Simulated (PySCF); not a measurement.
Nuclear quadrupole coupling in `CS[SiH2]CCC#CC=O`

C6H10OSSi.
Atom-mapped SMILES: `[CH3:1][S:2][SiH2:3][CH2:4][CH2:5][C:6]#[C:7][CH:8]=[O:9]` (hydrogens: H10, H11, H12 on C1; H13, H14 on Si3; H15, H16 on C4; H17, H18 on C5; H19 on C8)

Structure used (GFN2-xTB), in Å, numbered top down from 1:
```xyz
19
C6H10OSSi angstrom
C      4.1574    0.0921   -0.3410
S      2.4067    0.4177   -0.7001
Si     1.4884   -0.9486    0.6780
C     -0.3808   -0.8204    0.3859
C     -0.8720    0.6303    0.3223
C     -2.2963    0.6922    0.1092
C     -3.4889    0.7127   -0.0719
C     -4.8966    0.7408   -0.2786
O     -5.6544   -0.1739   -0.0827
H      4.3525    0.2696    0.7115
H      4.3991   -0.9326   -0.6045
H      4.7362    0.7804   -0.9476
H      1.9917   -2.2926    0.4069
H      1.8594   -0.5244    2.0293
H     -0.6490   -1.3227   -0.5447
H     -0.9046   -1.3463    1.1844
H     -0.3651    1.1601   -0.4897
H     -0.6415    1.1515    1.2561
H     -5.2520    1.7233   -0.6533
```

Field gradients from the PBE0/pcSseg-1 density (PySCF, non-relativistic), principal values in atomic units, ordered |Vxx| ≤ |Vyy| ≤ |Vzz|:

```json
{"atom": "S2", "Vxx": "0.1820", "Vyy": "2.1428", "Vzz": "-2.3249"}
{"atom": "O9", "Vxx": "0.5211", "Vyy": "1.6231", "Vzz": "-2.1442"}
```

Task: Find the asymmetry η = (Vxx − Vyy)/Vzz and the couplings χ = eQV/h (234.96 MHz × Q in barn × V in au), with Q(33S) = −0.0678 b, Q(17O) = −0.0256 b.

Result: 
```csv
atom,environment,nucleus,η,χzz (MHz),χxx (MHz),χyy (MHz)
S2,sulfur bonded to C and Si,33S,0.84,37.04,-2.90,-34.14
O9,aldehyde oxygen,17O,0.51,12.90,-3.13,-9.76
```

Task: What is Vzz at O9 in SI units (1 au = 9.71736 × 10²¹ V/m²)?

Result: -2.1442 au = -20.836 × 10²¹ V/m².

Task: What couplings would deuterons (Q(2H) = 0.00286 b) have in place of the hydrogens, at this geometry?

Result: 
```
atom  bonded to  bond length (Å)  Vzz (au)     η  χzz (kHz)
 H10         C1            1.085    0.3150  0.04        212
 H11         C1            1.085    0.3145  0.03        211
 H12         C1            1.085    0.3171  0.04        213
 H13        Si3            1.461    0.1634  0.02        110
 H14        Si3            1.464    0.1614  0.02        108
 H15         C4            1.091    0.3072  0.05        206
 H16         C4            1.090    0.3097  0.04        208
 H17         C5            1.094    0.2928  0.04        197
 H18         C5            1.094    0.2969  0.04        200
 H19         C8            1.110    0.2642  0.03        178
```

Isolated species at its GFN2-xTB geometry (one conformer only). GFN2-xTB bond lengths can be off by several hundredths of an ångström, more for odd bonds, and the gradients follow them. The small basis limits the accuracy of the gradients.
